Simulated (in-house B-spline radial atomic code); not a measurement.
## RPA and G0W0 on HSE06: Xe8+

Configuration [Kr] 4d10, mean-field start HSE06. Computed with a B-spline radial code for spherical atoms: all electrons, scalar-relativistic (spin-free one-electron X2C), finite nucleus, each spin shell either full or empty, empty states to l = 9 with an (l + 1/2)⁻⁴ tail; G0W0 by contour deformation at full frequency.

Command:
```bash
python run_gw.py task.json out
```
Settings (radii: box in bohr, nucleus in fm):
```
Z                        54
electrons                46
configuration            [Kr] 4d10
hamiltonian              x2c
method                   hse06
lmax                     9
rms_radius               4.7859
spin_polarised           False
box_radius               7.7
intervals                66
```

Time taken, with all properties: 4.5 s on 1 thread of Arm Neoverse N1, on a shared host.

Energies (hartree):

```tsv
term	value
mean-field total	-7430.47763
Hartree-Fock functional on these orbitals	-7428.27599
direct second order	-4.0578
second-order exchange	1.1249
SOSEX correction	1.0659
```

(1) What is the RPA correlation energy, and what remains with SOSEX?

Quasi-particle levels (eV):

```json
{"level": "4d", "occupied": "yes", "mean field": "-170.95", "Σx - vxc": "-9.73", "Σc": "?", "QP weight": "?", "G0W0": "?"}
{"level": "5s", "occupied": "no", "mean field": "-111.73", "Σx - vxc": "7.79", "Σc": "-2.29", "QP weight": "0.986", "G0W0": "-106.24"}
```

G0W0 = mean field + (Σx - vxc) + Σc, with Σc (partial-wave tail included) taken at the quasi-particle energy. Only the outer levels were computed. Levels of low weight are left out.

(2) Where does G0W0 put 4d?

Answers

(1) RPA gives -3.6663 hartree (-2.17 eV per electron); RPA + SOSEX gives -2.6004, and the second-order doubles -2.9329 hartree (no singles). SOSEX takes back 29 % of the RPA value.

(2) At -180.70 eV, with Σc = -0.02 eV and a quasi-particle weight of 0.971. The tabulated removal energy is 179.84 ± 0.12 eV (NIST, measured); the calculation leaves out spin-orbit coupling, Breit and QED terms, and what these don't explain is the method's own error.
